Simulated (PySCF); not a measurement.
C4H7FSi, SMILES C#CC[Si@@H](C)F.

The structure is a stationary point at PBE0-D3(BJ)/def2-SVP. The structure was generated by enumeration; whether it is a known compound was not checked. One conformer was computed; it need not be the lowest.

The numbers are results of PySCF with TDA-B3LYP/def2-SVPD, not measurements.

Vertical excitations. Gas-phase values at a fixed geometry.

Computed lowest excited states:
```tsv
state	energy (eV)	λ (nm)	f	main pairs
S1	6.33	196	0.001	HOMO→LUMO+1 38 %, HOMO→LUMO+2 36 %, HOMO→LUMO+4 15 %
S2	6.51	190	0.028	HOMO→LUMO 47 %, HOMO−1→LUMO+2 14 %, HOMO−1→LUMO+1 12 %
S3	6.63	187	0.001	HOMO−1→LUMO 44 %, HOMO−1→LUMO+3 18 %, HOMO−1→LUMO+1 12 %, HOMO−1→LUMO+2 9 %
S4	6.80	182	0.003	HOMO→LUMO 39 %, HOMO→LUMO+2 30 %, HOMO→LUMO+1 11 %, HOMO→LUMO+3 9 %
S5	7.05	176	0.007	HOMO→LUMO+1 31 %, HOMO→LUMO+3 26 %, HOMO→LUMO+4 21 %, HOMO→LUMO+2 9 %
S6	7.11	174	0.011	HOMO−1→LUMO 42 %, HOMO−1→LUMO+2 24 %, HOMO−1→LUMO+1 13 %, HOMO−1→LUMO+3 9 %
S7	7.34	169	0.018	HOMO→LUMO+4 44 %, HOMO→LUMO+3 39 %, HOMO→LUMO+2 9 %
S8	7.47	166	0.013	HOMO−1→LUMO+1 38 %, HOMO−1→LUMO+3 34 %, HOMO−1→LUMO+4 19 %
S9	7.67	162	0.020	HOMO−1→LUMO+3 27 %, HOMO−1→LUMO+4 27 %, HOMO−1→LUMO+2 17 %, HOMO→LUMO+5 16 %
S10	7.71	161	0.021	HOMO→LUMO+5 68 %, HOMO−1→LUMO+4 15 %
T1	5.29	234	0	HOMO−1→LUMO+2 17 %, HOMO→LUMO 15 %, HOMO→LUMO+3 14 %, HOMO−1→LUMO+1 10 %
T2	5.73	216	0	HOMO→LUMO+2 27 %, HOMO→LUMO+1 21 %, HOMO→LUMO+4 14 %, HOMO−1→LUMO 9 %
T3	5.75	215	0	HOMO−1→LUMO+2 25 %, HOMO−1→LUMO+1 18 %, HOMO−1→LUMO+4 14 %, HOMO→LUMO 12 %
T4	6.42	193	0	HOMO−1→LUMO 26 %, HOMO−1→LUMO+3 14 %, HOMO→LUMO+1 14 %, HOMO→LUMO+2 12 %
```
Triplets are in the Tamm–Dancoff approximation.
